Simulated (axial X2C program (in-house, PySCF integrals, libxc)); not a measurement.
## Which molecule has these constants?

Computed with an axial X2C code built on PySCF integrals, spin-free (one-electron X2C) or two-component (2c: spin–orbit coupling with atomic mean-field Coulomb and Gaunt terms, which also bring small scalar terms), in Dyall basis sets with cores contracted in-house; open shells are unrestricted.

A two-component CCSD(T) calculation in a Dyall 3-zeta basis gave Re = 3.250 Å, ωe = 196.4 cm⁻¹, De = 0.03 eV, Ω = 1/2.

Question: Which molecule is it?
A. LiH⁺
B. KH⁺
C. RbH⁺
D. CsH⁺
E. NaH⁺

Answer: C. The others have KH⁺ 3.058 Å and 223.0 cm⁻¹ (Ω = 1/2); CsH⁺ 3.492 Å and 171.3 cm⁻¹ (Ω = 1/2); NaH⁺ 2.586 Å and 309.1 cm⁻¹ (Ω = 1/2); LiH⁺ 2.219 Å and 422.4 cm⁻¹ (Ω = 1/2).

Frozen shells (counts by l): RbH⁺ Rb 3s2p1d, H none, 9 electrons correlated; KH⁺ K 2s1p, H none, 9 electrons correlated; CsH⁺ Cs 4s3p2d, H none, 9 electrons correlated; NaH⁺ Na 1s, H none, 9 electrons correlated; LiH⁺ Li 1s, H none, 1 electrons correlated. Coupled cluster in natural virtuals with an MP2 remainder. Where the outer core of a metal is frozen, bonds come out longer and ionisation energies lower.

Each entry is the lowest single determinant of a limited PBE0 search at one distance. De goes to single-determinant-based atoms at the same level (for ions the charge split of lowest energy) and is withheld (n/a) where an atom does not fit its ground term or J level. Main or longest-lived isotopes.
